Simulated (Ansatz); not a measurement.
A geometry relaxed with Ansatz (a first-principles code) with B3LYP-D3(BJ)/def2-TZVP, charge 0, multiplicity 1:

```xyz
7

F     -0.2670    -1.8341     0.1935
H      2.0693     0.1269    -0.1859
O     -1.4420     0.3422    -0.5030
H     -1.4208     1.2345    -0.8558
F     -0.0202     0.1491     1.7330
Si    -0.1223    -0.2606     0.2020
O      1.2029     0.2421    -0.5837
```

Task: Write the SMILES of this molecule.

Result: `O[Si](O)(F)F`
